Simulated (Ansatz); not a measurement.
AuF, SMILES `[F][Au]` from Hartree–Fock to CCSD(T)

Z-matrix (Å, degrees):
```
F
Au 1 1.939
```

Charge 0, multiplicity 1. Correlated methods include outer-core shells of Au, which these sets cover unevenly. Au takes the def2 core potential. The structure was optimised at the PBE0-D4/def2-TZVP level. Frozen core, restricted reference, Ansatz 0.2.0.

| basis | HF (Eh) | MP2 corr. | CCSD corr. | (T) | CCSD(T) total |
| --- | --- | --- | --- | --- | --- |
| def2-SVP | -234.10100 | -0.52636 | -0.51121 | -0.01153 | -234.62374 |
| def2-TZVPP | -234.23872 | -0.84929 | -0.81476 | -0.02781 | -235.08129 |
| def2-QZVPP | -234.24550 | -0.95289 | -0.91352 | -0.03523 | -235.19425 |
